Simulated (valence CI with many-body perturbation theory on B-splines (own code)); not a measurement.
## Rh¹⁴⁺: input, log and results

Computed by valence CI with perturbative core correlation (CI+MBPT): three valence electrons over a frozen Dirac-Fock core [Ar] 3d10, a basis of 11 s, 11 p, 10 d, 8 f, 5 g, 2 h functions for each j, with the one-electron correlation potential Σ1 (screened to all orders), the two-electron term Σ2, the three-electron term Σ3, Breit, model QED; selected single and double excitations, second order for the rest, scaled by the run's own slope (own B-spline code, finite nucleus).

Command, and the settings that its task file holds:

```sh
python run_cv.py task.json out
```

```
atom Rh  Z=45  mass_number=103  rms_radius_fm=4.4945
core [Ar] 3d10
valence 4s2 4p1
avg = 1
basis = M
breit = 1
cap = 32000
capref = 2000
cscale = 1
de = 0.0
dress = 0
eps = 2e-08
extrap = 1
h = 0.27
hh = 1
l2 = 3
lcore = 6
maxit = 60
n2 = 5
natural = 1
nlev = 150
nno = [5, 5, 5, 4, 2, 1]
nroot = 36
nsp = [6, 6, 5, 4, 3, 1]
pt2 = 1
qed = 1
rpa = 1
s1 = 1
s2 = 1
s3 = 1
screen = 1
tol = 2e-05
whole = 1
```

Task: Roughly how long does this run take on one core of Arm Neoverse V1, and how much memory?

Result: 2.2 min on 1 thread of Arm Neoverse V1, on a shared host, peak memory 0.86 GiB.

Log. The first blocks belong to the next ion, which gives the ionisation energy. Fields: 2J, parity (1 odd), roots, reference size, generating configurations, candidates as configurations/state functions, variational space P, stored matrix elements, Davidson steps; e2 is the range of second-order energies in hartree. The first line gives the box (bohr), its intervals, the orbitals and the steps of their self-consistent field. Window is the range of levels sought, series limit the energy at which the first omitted orbital would enter, core excitation an estimate of the first excitation out of the core, left out the lowest levels not solved, and shifts from estimates the range by which levels moved from their first estimate, all in cm⁻¹.

```
rmax 15.5 intervals 64 orbitals 83 references ['4s2 4p', '4s 4p2', '4s2 4d', '4p3', '4s 4p 4d'] scf 5 t 1.6
2J=0 par=0 roots 2 ref 20 generators 5 cand 376/376 P 396/396 nnz 0 it 0
2J=0 par=0 roots 2 ref 20 generators 7 cand 18/18 P 414/414 nnz 0 it 0
   second order: generators 12 cand 2/2 e2 -0.00000 -0.00000
reference levels 1272, estimated 681, window 1561301 1/cm; series limit 2176441, core excitation 2472388
2J=1 par=1 roots 17 ref 88 generators 38 cand 1620/2498 P 4312/6390 nnz 4.4e+06 it 7
2J=1 par=1 roots 17 ref 88 generators 52 cand 3936/6147 P 8248/12537 nnz 1.4e+07 it 9
   second order: generators 100 cand 14960/23713 e2 -0.00003 -0.00000
2J=3 par=1 roots 26 ref 140 generators 43 cand 1009/2068 P 3612/7247 nnz 6.3e+06 it 5
2J=3 par=1 roots 26 ref 140 generators 67 cand 5822/13187 P 9434/20434 nnz 3.8e+07 it 9
   second order: generators 114 cand 20629/48475 e2 -0.00005 -0.00000
2J=1 par=0 roots 20 ref 96 generators 44 cand 1366/2026 P 4335/6392 nnz 4.2e+06 it 5
2J=1 par=0 roots 20 ref 96 generators 63 cand 4072/6373 P 8407/12765 nnz 1.4e+07 it 8
   second order: generators 113 cand 17140/27061 e2 -0.00003 -0.00000
2J=3 par=0 roots 29 ref 152 generators 53 cand 1099/2079 P 3608/7292 nnz 6.2e+06 it 6
2J=3 par=0 roots 29 ref 152 generators 80 cand 6907/15921 P 10515/23213 nnz 4.5e+07 it 9
   second order: generators 138 cand 21387/49916 e2 -0.00008 -0.00000
2J=5 par=0 roots 28 ref 160 generators 43 cand 1055/2070 P 3302/7268 nnz 6.5e+06 it 6
2J=5 par=0 roots 28 ref 160 generators 80 cand 7336/19215 P 10638/26483 nnz 6e+07 it 10
   second order: generators 124 cand 23713/66524 e2 -0.00008 -0.00000
2J=5 par=1 roots 25 ref 142 generators 36 cand 898/2107 P 3215/7283 nnz 6.6e+06 it 9
2J=5 par=1 roots 25 ref 142 generators 63 cand 6248/17104 P 9463/24387 nnz 5.5e+07 it 14
   second order: generators 107 cand 21936/60635 e2 -0.00006 -0.00000
2J=7 par=1 roots 20 ref 116 generators 29 cand 846/1975 P 3012/6842 nnz 5.9e+06 it 7
2J=7 par=1 roots 20 ref 116 generators 52 cand 5711/16240 P 8723/23082 nnz 5.1e+07 it 10
   second order: generators 97 cand 20876/64679 e2 -0.00012 -0.00000
2J=9 par=1 roots 10 ref 70 generators 19 cand 1739/3673 P 3063/6397 nnz 5.4e+06 it 14
2J=9 par=1 roots 10 ref 70 generators 36 cand 3579/9995 P 6642/16392 nnz 3e+07 it 11
   second order: generators 67 cand 17718/55939 e2 -0.00004 -0.00001
2J=7 par=0 roots 17 ref 124 generators 28 cand 1106/2113 P 3214/7261 nnz 6.5e+06 it 5
2J=7 par=0 roots 17 ref 124 generators 52 cand 5491/15944 P 8705/23205 nnz 5.2e+07 it 8
   second order: generators 89 cand 24993/73665 e2 -0.00009 -0.00000
2J=9 par=0 roots 9 ref 85 generators 17 cand 1434/2749 P 3171/6546 nnz 5.2e+06 it 5
2J=9 par=0 roots 9 ref 85 generators 37 cand 4107/12189 P 7278/18735 nnz 3.5e+07 it 7
   second order: generators 73 cand 21387/64644 e2 -0.00006 -0.00001
2J=11 par=0 roots 2 ref 41 generators 3 cand 914/1651 P 2207/4184 nnz 2.4e+06 it 4
2J=11 par=0 roots 2 ref 41 generators 13 cand 1238/3374 P 3445/7558 nnz 7e+06 it 4
   second order: generators 25 cand 13934/40853 e2 -0.00003 -0.00002
2J=11 par=1 roots 4 ref 32 generators 10 cand 1818/3813 P 3205/6391 nnz 5.2e+06 it 5
2J=11 par=1 roots 4 ref 32 generators 24 cand 1819/4737 P 5024/11128 nnz 1.5e+07 it 5
   second order: generators 47 cand 18285/54478 e2 -0.00004 -0.00002
left out: unestimated 2101106, estimated 1648850, shifts from estimates -8 to 39
operators 3.5
```

The Davidson iterations converged.

No measured levels were compared; by estimate levels hold to about 250 cm⁻¹ or 0.2 % of their energy and the worst to 1 %, as in measured heavy ions of charge 2 to 7; those with d or f electrons hold less well.

```yaml
Valence_energy: -41.80927 hartree
Ionisation_energy: "332.38 eV (NIST: 331.58 ± 0.14 eV (semi-empirical))"
Reference_configurations_for_the_orbitals: 4s2 4p, 4s 4p2, 4s2 4d, 4p3, 4s 4p 4d
Radial_orbitals: 83
Box_radius: 15.46 bohr
Largest_variational_space: 26483
Lowest_levels: 4s²4p ²P°_1/2 0, 4s²4p ²P°_3/2 45579, 4s4p² ⁴P_1/2 245410, 4s4p² ⁴P_3/2 269470, 4s4p² ⁴P_5/2 287510, 4s4p² ²D_3/2 330710, 4s4p² ²D_5/2 344870, 4s4p² ²P_1/2 366160, 4s4p² ²S_1/2 411330, 4s4p² ²P_3/2 418810, 4s²4d ²D_3/2 528370, 4s²4d ²D_5/2 535760, 4p³ ⁴S°_3/2 [a] 609770, 4p³ ⁴S°_3/2 [b] 636480 cm⁻¹
```

Names give the largest LS component (configuration and term), which can be under half, so a name can repeat, a term be missing and a line seem to break the LS rules; names also repeat where a configuration has a term twice. Letters in brackets count levels of one name in rising energy.
